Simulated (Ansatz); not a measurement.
Reactions of C$_{5}$H$_{4}$F$_{6}$O$_{2}$Ti (`CC1=CC(C(F)(F)F)=[O+][Ti-]([F])([F])([F])[O]1`).

Computed with Ansatz on PBE0-D4/def2-TZVP structures; ΔE is electronic, products minus reactants. CBS: MP2 limit from def2 TZ/QZ plus the TZ coupled-cluster correction, frozen cores. This one scheme is used for every species. DFT in def2-TZVPP. For Ti outer-core shells are correlated without core-valence functions, which leaves a few kJ/mol of doubt a bond. Scalar relativity is left out up to krypton. One conformer a species, not always the lowest.

```tsv
reaction	r2SCAN-D4 (kJ/mol)	ωB97X-V (kJ/mol)	CCSD(T)/CBS(def2) (kJ/mol)
`CC1=CC(C(F)(F)F)=[O+][Ti-]([F])([F])([F])[O]1` + `[OH][Ti]([OH])([OH])[F]` → `CC1=CC(C(F)(F)F)=[O+][Ti-]([OH])([OH])([F])[O]1` + `[OH][Ti]([F])([F])[F]`	-3	-1	0
`CC1=CC(C(F)(F)F)=[O+][Ti-]([F])([F])([F])[O]1` + H₂O → `CC1=CC(C(F)(F)F)=[O+][Ti-]([OH])([F])([F])[O]1` + H–F	49	49	40
`CC1=CC(C(F)(F)F)=[O+][Ti-]([F])([F])([F])[O]1` + `[OH][Ti]([OH])([F])[F]` → `CC1=CC(C(F)(F)F)=[O+][Ti-]([OH])([F])([F])[O]1` + `[OH][Ti]([F])([F])[F]`	-1	-1	0
`CC1=CC(C(F)(F)F)=[O+][Ti-]([F])([F])([F])[O]1` + HCl → `CC1=CC(C(F)(F)F)=[O+][Ti-]([F])([F])([Cl])[O]1` + H–F	25	33	16
```

Largest T1 diagnostic: 0.023, for `[OH][Ti]([OH])([OH])[F]`.
